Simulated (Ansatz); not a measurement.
TlF2⁻, relaxed as a quintet with UKS PBE0-D4/def2-TZVPD in Ansatz, starting from the PBE0-D4/def2-TZVPD geometry of the charge -1 singlet. Force threshold 0.02 eV/Å.

In the def2 sets Tl takes a core potential; there is no spin–orbit coupling. The highest occupied level of the charge -1 quintet lies above zero (up to 0.91 eV). It is a level of α spin, whose loss leaves a quartet; that state wasn't run at this geometry and level. The electron is either unbound and held by the finite basis, or the level is raised by self-interaction error. In the quintet geometry the species has come apart into loosely held pieces. The relaxation made no stability test and no search for a lower SCF solution. At PBE0-D4/def2-TZVPD a singlet of charge -1 lies 9.08 eV below the quintet, each at its own geometry. The structure comes from a short search, and lower isomers may exist.

Start:

```xyz
3

Tl   -0.0267   -0.9357   -0.1710
F    -1.1005    0.2714    1.3347
F     1.1272    0.6644   -1.1637
```

(1) Estimate the energy that the relaxation releases and the steps that it takes.

(2) Does the start keep its bonding and symmetry?

(3) Predict the relaxed structure.

Answers

(1) 102.5 kJ/mol, in 13 steps; 21 s on 4 threads of Arm Neoverse V1 on a shared host. The force fell under the threshold at step 12, but the optimiser went on. No frequencies were taken in this run, so the end may be a saddle point.

(2) Bonds lost: Tl1–F3 (atoms count from 1). The end holds 2 separate pieces. Point group C2v at the start, C∞v at the end, both within 0.05 Å.

(3) 
Cartesian coordinates in Å:
```
Tl -0.2932 -0.0570 0.3277
F -1.6988 -0.3055 1.9039
F 1.9919 0.3625 -2.2316
```
Bond lengths: 1 × F–Tl 2.13 Å.
